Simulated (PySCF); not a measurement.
An unknown shows these calculated signals:

¹H NMR (300 MHz, computed): δ 6.81 (d, 1H), 6.39 (m, 1H), 5.21 (m, 1H), 4.97 (s, 3H), 4.85 (s, 3H), 4.19 (d, 1H), -0.03 (br s, 1H).

¹³C{¹H} NMR (computed): δ 176.7 (C), 154.1 (CH), 142.5 (CH), 92.9 (CH).

One conformer, non-relativistic Hamiltonian, no solvent model, fast rotation and ring inversion assumed for equivalent nuclei. Shielding tensors at PBE0/pcSseg-1 (GIAO); GFN2-xTB geometry; PySCF.

Scale: TMS for ¹H and ¹³C (reference shieldings calculated alike).

**Question.** Which of these does the molecule contain: a Si–H bond, a non-aromatic C=C double bond, an NH or NH2 group, a heteroaromatic ring, an OH group, an aldehyde?

**Answer.** 
- A Si–H bond: yes (δH 4.85 (s)).
- A non-aromatic C=C double bond: yes.
- An NH or NH2 group: yes (δH -0.03 (br s)).
- A heteroaromatic ring: no.
- An OH group: no.
- An aldehyde: no.

The data belong to SMILES [SiH3]N[Si@@H]1C=CC(O[SiH3])=C1, C4H11NOSi3; they needn't prove each group on their own.

Carbon signals by region: 1 in the far downfield region (above 160 ppm), 2 in the sp2 and nitrile region (100–160 ppm), 1 at 50–100 ppm. Above 160 ppm: 176.7, alkene carbon bearing oxygen.

Exchangeable OH/NH protons stand at their gas-phase positions; hydrogen bonding in a real sample shifts them, mostly to higher δ. Shifts are as computed. Against solution values, carbons near 30 ppm lie about +3 ppm off and those near 130 ppm about +5 ppm. Of 1309 compounds with measured shifts, 239 miss one by over three times the rms of a fit or turn the order of signals round; such compounds aren't used in these exercises. Multiplicities follow the n + 1 count of equivalent neighbours, as no J values were calculated; m marks all less simple cases, F and P coupling included.
